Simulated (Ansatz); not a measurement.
The same path of ClF2H3W + H2 (9 atoms, charge 0, multiplicity 1) was run twice with different band settings. Lost on the way: H8–H9. Made: W1–H8, F2–H9.

Method: RKS PBE/def2-SVP in Ansatz 0.2.0.

Relaxed end points:

```xyz
9
Properties=species:S:1:pos:R:3
W 0.228 -0.099 0.142
F 0.042 -0.460 1.943
Cl 2.426 -0.992 0.023
H -0.951 1.114 0.484
H -1.478 -0.140 -0.042
H -0.348 -1.559 -0.468
F 0.379 0.823 -1.449
H 1.689 1.691 0.960
H 0.987 2.023 1.025
```

```xyz
9
Properties=species:S:1:pos:R:3
W 0.210 0.390 -0.383
F 0.276 0.067 2.061
Cl 2.410 -0.416 0.231
H -0.818 1.573 0.257
H -1.361 -0.064 0.055
H -0.028 -1.191 0.136
F 0.183 0.624 -2.205
H 0.913 1.645 0.486
H 1.189 -0.227 1.981
```

Common settings: spring 5.0 eV/Å²; optimiser quadratic models (default); start path through a guess of the saddle point; force threshold 0.03 eV/Å; iteration limit 60; end points relaxed.

| run | movable images | climbing image |
| --- | --- | --- |
| 1 | 9 | yes |
| 2 | 1 | no |

(1) What does each run give, and how far can it be trusted?

## Answers

(1) Run 1: converged after 16 iterations, highest image 1.293 eV above the first end. A vibrational analysis at the climbing image gives one clearly imaginary mode, 778i cm⁻¹: a first-order saddle point.
Run 2: converged after 13 iterations, highest image 0.825 eV above the first end. No image climbed, so the highest image needn't sit at the top of the path. A band with more images between the same ends climbed to 1.29 eV, so this one has probably stepped over the top. So few images can step over the top or miss a turn of the path.
The orbitals stay closed-shell, which can raise the energy where a bond breaks towards radicals; this wasn't checked here.
